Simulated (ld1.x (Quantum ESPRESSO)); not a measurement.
Mn, TM: configuration errors across variants

```
Element                 : Mn
Generator               : ld1.x (Quantum ESPRESSO) 7.5
Type                    : norm-conserving Troullier–Martins (Kleinman–Bylander form)
Functional              : PBEsol
Relativity              : scalar-relativistic
Frozen core             : [Ne]
Valence charge          : 15
Reference configuration : 3s2 3p6 3d5 4s0 4p0 (charge +2)
Partial waves           : 3s (bound): rc 1.30 bohr; 3d (bound): rc 1.20 bohr; 3p (bound): rc 0.90 bohr
Local potential         : the p channel
Core correction         : none
```

All-electron excitation energies from the reference (eV): (1) 3s2 3p6 3d5 4s2 4p0 -23.944; (2) 3s2 3p6 3d5 4s1 4p0 -15.511; (3) 3s2 3p6 3d4 4s0 4p0 32.480; (4) 3s2 3p6 3d6 4s0 4p0 -17.169; (5) 3s2 3p6 3d4 4s2 4p1 -16.115; (6) 3s2 3p5 3d5 4s2 4p0 37.928; (7) 3s2 3p6 3d5 4s1.5 4p0 -20.573.

2 further variants failed, have other tests or too few solved ones, and are left out.

Errors AE − PS in meV (a dash: test not solved or not reliable):

| change | (1) | (2) | (3) | (4) | (5) | (6) | (7) | bound ghosts |
| --- | --- | --- | --- | --- | --- | --- | --- | --- |
| base | +521 | +342 | +8.9 | -0.2 | +816 | +964 | +448 | none |
| core correction a·sin(br)/r model core inside 0.70 bohr | +519 | +341 | +8.6 | -0.2 | +810 | +958 | +447 | none |
| type ultrasoft; waves now 3s (bound): rcut 1.15, rcutus 1.30 bohr; 4s (bound): rcut 1.15, rcutus 1.30 bohr; 3p (bound): rc 0.90 bohr; 4p (bound): rc 0.90 bohr; 3d (bound): rcut 1.05, rcutus 1.20 bohr; 3d channel at -0.75 Ry: rcut 1.05, rcutus 1.20 bohr; local potential all-electron potential smoothed inside 1.15 bohr (lloc = -1); augmentation built from norm-conserving waves at rcut, not smoothed further | -3241 | -2294 | -956 | +27 | -4523 | -5430 | -2856 | not determined |
| all radii scaled by about 1.15 (s 1.48, p 1.04, d 1.38 bohr) | +858 | +565 | +18 | -0.1 | +1336 | +1581 | +739 | none |
| local potential the s channel | +1143 | +747 | +33 | +12 | +1827 | +2060 | +981 | none |

**Question.** Give the same row for: wave 3d (bound): rc 1.20 bohr becomes 3d (bound): rc 1.38 bohr.

**Answer.** +521, +342, +16, -0.7, +825, +947, +448; bound ghosts: none.
